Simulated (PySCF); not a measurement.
C3H10O2Si (SMILES CC(C)O[SiH2]O), singlet, geometry from GFN2-xTB; CAMB3LYP/6-31G, polarisability run with PySCF.

The PySCF input:
```python
from pyscf import gto, scf, dft
from pyscf.prop import polarizability

mol = gto.Mole()
mol.atom = '''
    Si    1.069266    0.749053   -0.731821
    O     2.509253    0.791542    0.005468
    O     0.163938   -0.228061    0.192457
    C    -1.156235   -0.661370    0.007162
    C    -2.140414    0.470162    0.287550
    C    -1.396299   -1.848106    0.937064
    H     0.612428    2.134016   -0.752634
    H     1.181531    0.190383   -2.082200
    H     2.768489    0.071706    0.575086
    H    -1.277759   -0.987779   -1.036597
    H    -3.161583    0.114901    0.180015
    H    -1.995130    0.838875    1.299915
    H    -1.972993    1.288221   -0.407838
    H    -0.673630   -2.633511    0.730864
    H    -1.280447   -1.533339    1.971253
    H    -2.398468   -2.242175    0.793574
'''
mol.basis = '6-31g'
mol.charge = 0
mol.spin = 0
mol.verbose = 4
mol.build()

mf = dft.RKS(mol)
mf.xc = 'camb3lyp'
mf.kernel()
alpha = mf.Polarizability().polarizability()[2, 2]
print('alpha_zz =', alpha)
```

The log (banner, timings and long lists left out):

```
site-packages/pyscf/prop/efg/rhf.py:45: UserWarning: Module EFG is under testing
  warnings.warn('Module EFG is under testing')
site-packages/pyscf/prop/efg/dhf.py:30: UserWarning: Module EFG is under testing
  warnings.warn('Module EFG is under testing')
site-packages/pyscf/prop/zfs/uhf.py:40: UserWarning: Module ZFS is under testing
  warnings.warn('Module ZFS is under testing')
site-packages/pyscf/prop/gtensor/uhf.py:43: UserWarning: Module g-tensor is under testing
  warnings.warn('Module g-tensor is under testing')
site-packages/pyscf/prop/gtensor/uks.py:41: UserWarning: Module g-tensor is under testing
  warnings.warn('Module g-tensor is under testing')
site-packages/pyscf/prop/hfc/uks.py:35: UserWarning: Module HFC is under testing
  warnings.warn('Module HFC is under testing')
site-packages/pyscf/prop/magnetizability/rhf.py:39: UserWarning: Module magnetizability is under testing
  warnings.warn('Module magnetizability is under testing')
site-packages/pyscf/prop/magnetizability/uhf.py:37: UserWarning: Module magnetizability is under testing
  warnings.warn('Module magnetizability is under testing')
site-packages/pyscf/prop/magnetizability/rks.py:37: UserWarning: Module magnetizability is under testing
  warnings.warn('Module magnetizability is under testing')
site-packages/pyscf/prop/magnetizability/uks.py:39: UserWarning: Module magnetizability is under testing
  warnings.warn('Module magnetizability is under testing')
site-packages/pyscf/prop/polarizability/uhf.py:34: UserWarning: Module polarizability is under testing
  warnings.warn('Module polarizability is under testing')
site-packages/pyscf/prop/polarizability/rks.py:29: UserWarning: Module polarizability is under testing
  warnings.warn('Module polarizability is under testing')
site-packages/pyscf/prop/polarizability/uks.py:29: UserWarning: Module polarizability is under testing
  warnings.warn('Module polarizability is under testing')
PySCF version 2.14.0

[INPUT] verbose = 4
[INPUT] num. atoms = 16
[INPUT] num. electrons = 58
[INPUT] charge = 0
[INPUT] spin (= nelec alpha-beta = 2S) = 0
[INPUT] symmetry False subgroup None
[INPUT] Mole.unit = angstrom
[INPUT] Symbol           X                Y                Z      unit          X                Y                Z       unit  Magmom
[INPUT]  1 Si     1.069266000000   0.749053000000  -0.731821000000 AA    2.020619894309   1.415505022784  -1.382941262205 Bohr   0.0
[INPUT]  2 O      2.509253000000   0.791542000000   0.005468000000 AA    4.741800947243   1.495797596090   0.010333022449 Bohr   0.0
[INPUT]  3 O      0.163938000000  -0.228061000000   0.192457000000 AA    0.309797921409  -0.430972829694   0.363691020755 Bohr   0.0
[INPUT]  4 C     -1.156235000000  -0.661370000000   0.007162000000 AA   -2.184967485636  -1.249808167004   0.013534218504 Bohr   0.0
[INPUT]  5 C     -2.140414000000   0.470162000000   0.287550000000 AA   -4.044796253185   0.888477414178   0.543390747119 Bohr   0.0
[INPUT]  6 C     -1.396299000000  -1.848106000000   0.937064000000 AA   -2.638622698004  -3.492414189165   1.770794321189 Bohr   0.0
[INPUT]  7 H      0.612428000000   2.134016000000  -0.752634000000 AA    1.157321191015   4.032705785440  -1.422272132036 Bohr   0.0
[INPUT]  8 H      1.181531000000   0.190383000000  -2.082200000000 AA    2.232769997683   0.359771728773  -3.934787736569 Bohr   0.0
[INPUT]  9 H      2.768489000000   0.071706000000   0.575086000000 AA    5.231685988871   0.135504701488   1.086755038072 Bohr   0.0
[INPUT] 10 H     -1.277759000000  -0.987779000000  -1.036597000000 AA   -2.414614563198  -1.866631781597  -1.958884431546 Bohr   0.0
[INPUT] 11 H     -3.161583000000   0.114901000000   0.180015000000 AA   -5.974525990081   0.217131421439   0.340179048314 Bohr   0.0
[INPUT] 12 H     -1.995130000000   0.838875000000   1.299915000000 AA   -3.770249282903   1.585244002745   2.456483335214 Bohr   0.0
[INPUT] 13 H     -1.972993000000   1.288221000000  -0.407838000000 AA   -3.728416415684   2.434384877913  -0.770702123190 Bohr   0.0
[INPUT] 14 H     -0.673630000000  -2.633511000000   0.730864000000 AA   -1.272976209291  -4.976614536029   1.381132794304 Bohr   0.0
[INPUT] 15 H     -1.280447000000  -1.533339000000   1.971253000000 AA   -2.419694147021  -2.897590766114   3.725128292227 Bohr   0.0
[INPUT] 16 H     -2.398468000000  -2.242175000000   0.793574000000 AA   -4.532447638533  -4.237096673347   1.499637519576 Bohr   0.0

nuclear repulsion = 326.355577940186
number of shells = 52
number of NR pGTOs = 196
number of NR cGTOs = 78
basis = 6-31g
ecp = {}

******** <class 'pyscf.dft.rks.RKS'> ********
method = RKS
initial guess = minao
damping factor = 0
level_shift factor = 0
DIIS = <class 'pyscf.scf.diis.CDIIS'>
diis_start_cycle = 1
diis_space = 8
diis_damp = 0
SCF conv_tol = 1e-09
SCF conv_tol_grad = None
SCF max_cycles = 50
direct_scf = True
direct_scf_tol = 1e-13
XC library pyscf.dft.libxc version 7.1.2
    S. Lehtola, C. Steigemann, M. J. T. Oliveira, and M. A. L. Marques,  SoftwareX 7, 1–5 (2018)
XC functionals = camb3lyp
    T. Yanai, D. P. Tew, and N. C. Handy,  Chem. Phys. Lett. 393, 51 (2004)
radial grids:
    Treutler-Ahlrichs [JCP 102, 346 (1995); DOI:10.1063/1.469408] (M4) radial grids

becke partition: Becke, JCP 88, 2547 (1988); DOI:10.1063/1.454033
pruning grids: <function nwchem_prune>
grids dens level: 3
symmetrized grids: False
atomic radii adjust function: <function treutler_atomic_radii_adjust>
small_rho_cutoff = 0
Set gradient conv threshold to 3.16228e-05
Initial guess from minao.
tot grids = 187784
init E= -560.794443921556
  HOMO = -0.341072877852995  LUMO = 0.0107323756884894  gap/eV = 9.57311
cycle= 1 E= -559.889180049409  delta_E= 0.905  |g|= 0.929  |ddm|=  3.4
  HOMO = -0.21005134189715  LUMO = 0.086778788702321  gap/eV = 8.07716
cycle= 2 E= -559.807184953253  delta_E= 0.082  |g|= 1.17  |ddm|= 1.79
  HOMO = -0.341328434995324  LUMO = 0.069508108742028  gap/eV = 11.17943
cycle= 3 E= -560.061763078603  delta_E= -0.255  |g|= 0.0552  |ddm|= 1.02
  HOMO = -0.336017067285608  LUMO = 0.0737031488944342  gap/eV = 11.14905
cycle= 4 E= -560.062296062986  delta_E= -0.000533  |g|= 0.0331  |ddm|= 0.0791
  HOMO = -0.338077578525364  LUMO = 0.0740077553520246  gap/eV = 11.21341
cycle= 5 E= -560.0625379015  delta_E= -0.000242  |g|= 0.00752  |ddm|= 0.0311
  HOMO = -0.337665678767731  LUMO = 0.0737514503723777  gap/eV = 11.19523
cycle= 6 E= -560.062547851003  delta_E= -9.95e-06  |g|= 0.00205  |ddm|= 0.00708
  HOMO = -0.337918855454559  LUMO = 0.0736455955590247  gap/eV = 11.19924
cycle= 7 E= -560.062548817117  delta_E= -9.66e-07  |g|= 0.000236  |ddm|= 0.00259
  HOMO = -0.337872288883779  LUMO = 0.0736737807446457  gap/eV = 11.19874
cycle= 8 E= -560.062548839193  delta_E= -2.21e-08  |g|= 3.7e-05  |ddm|= 0.000542
  HOMO = -0.337874791343872  LUMO = 0.073668817700719  gap/eV = 11.19867
cycle= 9 E= -560.062548839986  delta_E= -7.92e-10  |g|= 9e-06  |ddm|= 0.000132
  HOMO = -0.337875254772581  LUMO = 0.0736696699464516  gap/eV = 11.19871
Extra cycle  E= -560.062548840008  delta_E= -2.23e-11  |g|= 6.95e-06  |ddm|= 2.21e-05
converged SCF energy = -560.062548840008
Isotropic polarizability 55.1301902018
Polarizability anisotropy 6.13704474075
alpha_zz = 51.51613291711489
```
